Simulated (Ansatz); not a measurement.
(KBr)2 ring (K2Br2). Charge 0, multiplicity 3. Geometry B3LYP-D4/def2-SVP, that of the neutral singlet.

```tsv
atom	x (Å)	y (Å)	z (Å)
K1	1.0859	0.9919	-1.4002
Br2	-1.1244	1.9238	0.4907
K3	-1.0859	-0.9919	1.4001
Br4	1.1245	-1.9238	-0.4907
```

At PBE-D4/def2-TZVP, r2SCAN-D4/def2-TZVP the gap within one spin of the charge 0 triplet nearly closes, so an electron or hole may be smeared out by delocalisation error. At PBE0-D4/def2-TZVP a singlet of charge 0 lies 4.93 eV below the triplet at the same geometry.

Q: Estimate the α-spin orbital energies around the gap (eV) in Ansatz with PBE-D4/def2-TZVP, r2SCAN-D4/def2-TZVP, PBE0-D4/def2-TZVP.

A: 
| orbital | PBE-D4/def2-TZVP | r2SCAN-D4/def2-TZVP | PBE0-D4/def2-TZVP |
| --- | --- | --- | --- |
| HOMO−5 | -7.89 | -8.38 | -9.30 |
| HOMO−4 | -7.63 | -8.03 | -9.00 |
| HOMO−3 | -7.56 | -7.95 | -8.91 |
| HOMO−2 | -7.45 | -7.85 | -8.80 |
| HOMO−1 | -7.38 | -7.78 | -8.72 |
| HOMO | -2.15 | -2.12 | -2.40 |
| LUMO | -1.74 | -1.73 | -1.43 |
| LUMO+1 | -0.70 | -0.71 | -0.28 |
| LUMO+2 | -0.31 | -0.27 | 0.19 |
| LUMO+3 | -0.30 | -0.20 | 0.21 |
| LUMO+4 | -0.20 | -0.04 | 0.30 |
| LUMO+5 | 0.25 | 0.36 | 0.78 |
| β HOMO | -7.13 | -7.33 | -7.54 |
| β LUMO | -7.08 | -7.28 | -6.70 |
